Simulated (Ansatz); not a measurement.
Total energies of C4H2Cl2Ge (`C#[C][Ge]([Cl])([Cl])[C]#C`).

```xyz
9

C     2.562    0.162    0.839
C     1.452    0.403    0.443
Ge   -0.281    0.784   -0.172
Cl   -0.151    1.776   -2.052
Cl   -1.237    2.098    1.205
C    -1.322   -0.767   -0.366
C    -1.989   -1.761   -0.489
H     3.546   -0.054    1.190
H    -2.580   -2.642   -0.599
```

The species carries charge 0 and has multiplicity 1. Correlated methods include outer-core shells of Ge, which these sets cover unevenly. Scalar relativity is left out up to krypton. Geometry: relaxed with PBE0-D4/def2-TZVP. Basis def2-TZVPP, Ansatz.

RPA on PBE orbitals: Hartree–Fock energy of these orbitals -3146.97997 Eh, correlation -1.89810 Eh (frozen core).

| functional | kind | energy without D4 (Eh) | D4 term (kJ/mol) |
| --- | --- | --- | --- |
| LDA (SPW92) | LDA | -3143.52172 | – |
| PBE | GGA | -3150.18092 | -30.4 |
| revPBE | GGA | -3150.69944 | -75.9 |
| BLYP | GGA | -3151.07231 | -64.0 |
| r2SCAN | meta-GGA | -3150.91239 | -7.7 |
| B97M-V | meta-GGA with VV10 | -3150.45704 | – |
| PBE0 | global hybrid, 25 % exact exchange | -3150.31613 | -26.4 |
| B3LYP | global hybrid, 20 % | -3151.14844 | -49.3 |
| r2SCANh | meta-GGA hybrid, 10 % | -3150.89281 | -8.4 |
| r2SCAN0 | meta-GGA hybrid, 25 % | -3150.86526 | -9.3 |
| HSE06 (plane-wave form) | screened hybrid | -3150.29310 | -25.0 |
| BHLYP | global hybrid, 50 % | -3150.96142 | -42.2 |
| CAM-B3LYP | range-separated hybrid | -3151.13389 | -27.6 |
| LC-ωPBE | long-range corrected hybrid | -3150.41532 | – |
| ωB97X-V | range-separated hybrid GGA with VV10 | -3150.70160 | – |
| ωB97M-V | range-separated hybrid meta-GGA with VV10 | -3150.87013 | – |
| B2PLYP | double hybrid | -3150.32510 | – |
| PBE-QIDH | double hybrid | -3149.80288 | – |

B3LYP takes the VWN-RPA correlation (the form of Gaussian; ORCA's B3LYP/G). HSE06 is the plane-wave form, built on full-range PBE exchange. The double hybrids freeze the cores in their second-order part.

LC-ωPBE has ω = 0.4 bohr⁻¹.
